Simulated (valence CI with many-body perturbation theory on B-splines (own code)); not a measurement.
## Which ion has this spectrum?

A relativistic CI+MBPT calculation for an atom or ion with 5 electrons gives these levels (cm⁻¹):

```csv
J,Parity,E,g
1/2,odd,0,0.66
3/2,odd,383771,1.33
1/2,even,634415,2.53
3/2,even,866937,1.71
5/2,even,990058,1.50
3/2,even,1255170,0.88
1/2,even,1340339,1.10
5/2,even,1420023,1.29
1/2,even,1750683,1.69
3/2,even,1762068,1.26
3/2,odd,2021216,1.63
3/2,odd,2313591,1.23
5/2,odd,2400231,1.19
1/2,odd,2589710,0.66
```

The energies are calculated, and their last digits are not significant.

(1) Which is it?
A. Br30+
B. Ga26+
C. Rb32+
D. Se29+

## Answers

(1) D. Se29+, ground level 2s2 2p 2P°_1/2.
